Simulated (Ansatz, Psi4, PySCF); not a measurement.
ethylene (C$_{2}$H$_{4}$), singlet, geometry from GFN2-xTB, atoms displaced at random by about 0.08 Å a coordinate. Base run: HF/cc-pVDZ, gradient run with PySCF.

Input for PySCF:
```python
from pyscf import gto, scf

mol = gto.Mole()
mol.atom = '''
    C     0.113746    0.122425    0.757467
    C    -0.029243    0.151610   -0.702481
    H    -0.050394    0.838651    1.256126
    H     0.077178   -0.936399    1.248668
    H    -0.098725    1.047681   -1.206571
    H    -0.020229   -0.742312   -1.247833
'''
mol.basis = 'cc-pvdz'
mol.charge = 0
mol.spin = 0
mol.verbose = 3
mol.build()

mf = scf.RHF(mol)
mf.kernel()
g = mf.nuc_grad_method()
grad = g.kernel()
```

Programs used: Ansatz (an electronic-structure program), Psi4, PySCF; a row that names a program was run with it.

The coordinate followed is z of atom 5.

Variants of this job, named by their change:

| change | dE/dx (Eh/bohr) | net force (Eh/bohr) |
|---|---|---|
| base | 0.021459 | 0.000000 |
| finite difference step (bohr) = 1e-4; conv_tol = 1e-11 | 0.021459 | - |
| code = ansatz | 0.021459 | 0.000000 |
| code = psi4 | 0.021456 | 0.000000 |
| finite difference step (bohr) = 0.05; conv_tol = 1e-11 | 0.021436 | - |
| conv_tol = 1e-11 | 0.021459 | 0.000000 |
| density fitting = on; auxbasis_response = off | 0.021461 | 0.000490 |
| finite difference step (bohr) = 0.2; conv_tol = 1e-11 | 0.021094 | - |
| finite difference step (bohr) = 1e-5; conv_tol = 1e-11 | 0.021459 | - |
| conv_tol = 1e-4 | 0.021485 | 0.000000 |
| finite difference step (bohr) = 1e-3; conv_tol = 1e-11 | 0.021459 | - |
| density fitting = on | 0.021468 | 0.000000 |

The net force is zero for an exact gradient.
